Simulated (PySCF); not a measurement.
Cartesian coordinates (Å):
```xyz
6

C      1.5148     0.0934    -0.5848
C      0.3273     0.0487    -0.4064
C     -1.0973    -0.0667    -0.1968
O     -1.8303     0.8746    -0.0176
H      2.5650     0.1533    -0.7411
H     -1.4795    -1.1033    -0.2123
```
Charge 0, multiplicity 1.

Task: Predict the total energy, HOMO–LUMO gap, HOMO, LUMO and dipole moment from PBE-D3(BJ)/def2-TZVP // B3LYP-D3(BJ)/def2-TZVP (PySCF 2.14.0).

Result: 
```yaml
total_energy: -190.5031 Ha
HOMO–LUMO gap: 3.24 eV
HOMO: -6.47 eV
LUMO: -3.22 eV
dipole_moment: 2.82 D
```
